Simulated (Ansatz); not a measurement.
Ansatz (an electronic-structure program) input (CCSD(T)/def2-QZVPP):
A basis named .json is the Basis Set Exchange file of that set.

Ansatz 0.2 input:
```yaml
crystal:
  periodic: [false, false, false]
  atoms:
    - {symbol: In, position_ang: [0.67351090, 0.03819851, -0.08033283]}
    - {symbol: Cl, position_ang: [-1.21404545, 1.40627265, -1.23000735]}
    - {symbol: Cl, position_ang: [-0.72725068, -1.51637424, 1.46155493]}
basis:
  gaussian:
    orbitals: def2-QZVPP.json
total_charge: -1
magnetization: {spin_polarized: false}
correlation: {method: ccsd_t, electrons: outside_noble_gas}
```

End of the output:

```
19 core orbitals not correlated
reference -30162.55757487 eV, -1108.4535459605 hartree; 9, 9 occupied and 194, 194 virtual orbitals, 1360 factors
second order -13.31190404 eV of doubles, -0.00000000 eV of singles
coupled cluster: 1.53 GiB planned
cycle   1  -13.91746236 eV  change   -6.1e-1 eV  update   7.2e-2
cycle   2  -14.20648892 eV  change   -2.9e-1 eV  update   2.4e-2
cycle   3  -14.25390432 eV  change   -4.7e-2 eV  update   1.1e-2
cycle   4  -14.24386095 eV  change    1.0e-2 eV  update   3.2e-3
cycle   5  -14.24184288 eV  change    2.0e-3 eV  update   1.2e-3
cycle   6  -14.24201284 eV  change   -1.7e-4 eV  update   3.9e-4
cycle   7  -14.24198433 eV  change    2.9e-5 eV  update   1.5e-4
cycle   8  -14.24198078 eV  change    3.6e-6 eV  update   5.0e-5
cycle   9  -14.24199147 eV  change   -1.1e-5 eV  update   1.9e-5
perturbative correction -0.67292217 eV, -0.0247294336 hartree
Total energy: -30177.47248851 eV, -1109.0016589271 hartree
```
